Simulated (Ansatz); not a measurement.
```yaml
crystal:
  periodic: [false, false, false]
  atoms:
    - {symbol: C, position_ang: [-0.628379, 1.609725, -2.130115]}
    - {symbol: N, position_ang: [0.136897, 0.867624, -1.148463]}
    - {symbol: Si, position_ang: [-0.448442, -0.237029, -0.011338]}
    - {symbol: Cl, position_ang: [-0.864300, -2.125055, -0.722275]}
    - {symbol: Cl, position_ang: [-2.267442, 0.483173, 0.633288]}
    - {symbol: N, position_ang: [0.738404, -0.415620, 1.178385]}
    - {symbol: C, position_ang: [0.865160, -1.491205, 2.141220]}
    - {symbol: H, position_ang: [-0.732372, 1.074833, -3.080670]}
    - {symbol: H, position_ang: [-1.628879, 1.802177, -1.742421]}
    - {symbol: H, position_ang: [-0.160462, 2.577469, -2.328429]}
    - {symbol: H, position_ang: [1.100257, 0.724634, -1.413400]}
    - {symbol: H, position_ang: [1.157889, 0.449926, 1.484265]}
    - {symbol: H, position_ang: [0.322755, -1.293922, 3.072540]}
    - {symbol: H, position_ang: [1.916479, -1.665119, 2.384702]}
    - {symbol: H, position_ang: [0.470835, -2.412512, 1.712211]}
basis:
  gaussian: {orbitals: aug-pcseg-2}
hamiltonian: {xc: {name: CAM-B3LYP}, dispersion: d3bjatm}
accuracy: high
kpoints: {mp_grid: {grid: [2, 2, 2]}}
```

```sh
$ ansatz run in.yaml --threads 2 --pin off --events-out ev --progress --plain --max-ram 32768MiB --backend cuda --devices 0, --max-vram 18GiB
```

Problem. How does Ansatz answer? (Estimate.)

Solution. Ansatz gave: The input was rejected before any iteration.
```
Error: invalid value for `basis.gaussian`: such a run doesn't read kpoints; remove what it names
```
